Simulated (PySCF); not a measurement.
CH5Si, SMILES [SiH2]C (connectivity only; charge and spin as stated), charge +1, multiplicity 1. Atoms are numbered in the order given.

```xyz
7

C     -1.1758    -0.0102     0.0000
Si     0.6365    -0.0061     0.0000
H     -1.5849    -0.4698    -0.9017
H     -1.5849    -0.4698     0.9017
H     -1.4942     1.0462     0.0000
H      1.4038     0.0202    -1.2527
H      1.4038     0.0202     1.2527
```
Charge +1, spin multiplicity 1.

Geometry: B3LYP-D3(BJ)/def2-TZVP. The spin state was assumed, not searched. The isomer is the one that the SMILES or the coordinates give; other isomers of the formula were not compared.

Two levels are set side by side: PBE/pcSseg-2 (PySCF) and HF/pcSseg-2 (PySCF). GIAO shifts against TMS (²⁹Si), TMS (¹H), TMS (¹³C) at the same level; non-relativistic, no solvent, atoms listed together averaged. Differences are taken from unrounded values.

```json
[
 {"quantity": "δ(¹³C) of C1 (ppm)", "HF": "9.1"},
 {"quantity": "δ(²⁹Si) of Si2 (ppm)", "HF": "309.5"},
 {"quantity": "δ(¹H) of H6, H7 (ppm)", "HF": "7.59"}
]
```

### Question
What does PBE give, and how far is it from HF? (Estimate from the structure and the level; the computed values follow.)

### Answer

```csv
quantity,PBE,PBE minus HF
δ(¹³C) of C1 (ppm),21.9,12.8
δ(²⁹Si) of Si2 (ppm),388.1,78.7
"δ(¹H) of H6, H7 (ppm)",8.57,0.98
```

Rough cost on one machine, each run with all the roots and properties that it gave: HF against PBE within a factor of 2.
